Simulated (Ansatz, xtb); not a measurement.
## Two isomers of C6H3N3

Structure X: `N#Cc1c[nH]cc1C#N`, a singlet. Structure Y: `N#Cc1cccn1C#N`, a singlet. Both are isolated molecules in the gas phase, relaxed with B3LYP-D3(BJ)/def2-SVP.

X (Å):

```xyz
12

C    -0.7902    2.1890    0.7558
C    -0.5094    0.7959    0.7955
C    -0.8669   -0.1390   -0.1644
C     0.2338   -1.2514    1.4521
C     0.1976    0.0814    1.8338
C     0.7535    0.6293    3.0221
N    -1.0221    3.3259    0.7183
N    -0.4105   -1.3582    0.2515
N     1.2093    1.0714    3.9940
H    -1.4076   -0.0072   -1.0975
H    -0.5331   -2.2233   -0.2603
H     0.6716   -2.1085    1.9560
```

Y (Å):

```xyz
12

C    -1.5751    1.7763    1.1975
C    -0.8043    0.6285    0.8899
C    -0.8346   -0.2145   -0.2045
C     0.1578   -1.2194   -0.0119
C     0.7772   -0.9781    1.1907
C     0.5441    0.6957    2.9366
N    -2.2123    2.7166    1.4414
N     0.1979    0.1521    1.7553
N     0.8520    1.1546    3.9566
H    -1.5083   -0.1066   -1.0509
H     0.3911   -2.0366   -0.6902
H     1.5782   -1.4961    1.7114
```

Quicker runs give these differences E(Y) − E(X): GFN2-xTB −1.5 kcal/mol; HF/STO-3G +16.0 kcal/mol (at GFN2-xTB geometries); r2SCAN-D4/def2-SVP +18.6 kcal/mol (at GFN2-xTB geometries).

Question: Estimate E(Y) − E(X) at the level CCSD(T)/def2-SVP + ΔMP2/def2-TZVPP.

Answer: Calculated at CCSD(T)/def2-SVP + ΔMP2/def2-TZVPP: E(Y) − E(X) = +18.7 kcal/mol, so structure X lies lower.

The same difference at several levels:

```csv
level,geometry,E(Y) − E(X) (kcal/mol),departure from the last row (kcal/mol),"job, with rough time for the two"
GFN2-xTB,GFN2-xTB,−1.5,−20.1,"optimisation, 0.16 s"
HF/STO-3G,GFN2-xTB,+16.0,−2.6,"single point, 0.56 s"
r2SCAN-D4/def2-SVP,GFN2-xTB,+18.6,−0.1,"single point, 3.6 s"
B3LYP-D3(BJ)/def2-SVP,B3LYP-D3(BJ)/def2-SVP,+17.7,−1.0,"optimisation, 48 s"
HF/def2-SVP,B3LYP-D3(BJ)/def2-SVP,+19.8,+1.1,part of the CCSD(T) run
MP2/def2-SVP,B3LYP-D3(BJ)/def2-SVP,+20.2,+1.5,part of the CCSD(T) run
CCSD(T)/def2-SVP,B3LYP-D3(BJ)/def2-SVP,+18.8,+0.1,single point
CCSD(T)/def2-SVP + ΔMP2/def2-TZVPP,B3LYP-D3(BJ)/def2-SVP,+18.7,,"single point, 94 s"
```

As drawn, Y has 1 C–N, 1 C–H in place of 1 C–C, 1 N–H.

GFN2-xTB puts the two in the other order. The largest departure from CCSD(T)/def2-SVP + ΔMP2/def2-TZVPP is that of GFN2-xTB, 20.1 kcal/mol. The last row adds to CCSD(T) the change of the MP2 difference between the two basis sets, here −0.1 kcal/mol.

With thermal terms from frequencies at re-optimised GFN2-xTB minima (ideal gas, soft modes damped towards free rotors, one conformer each, 298.15 K, 1 atm): the zero-point term adds −0.2 kcal/mol; ΔH is +18.4 and ΔG +18.0 kcal/mol.

The correlated steps freeze 9 core orbitals. Programs: Ansatz 0.2.0, xtb 6.7.1; the last row on 2 threads of Intel(R) Xeon(R) Platinum 8488C (Sapphire Rapids) on a shared host.
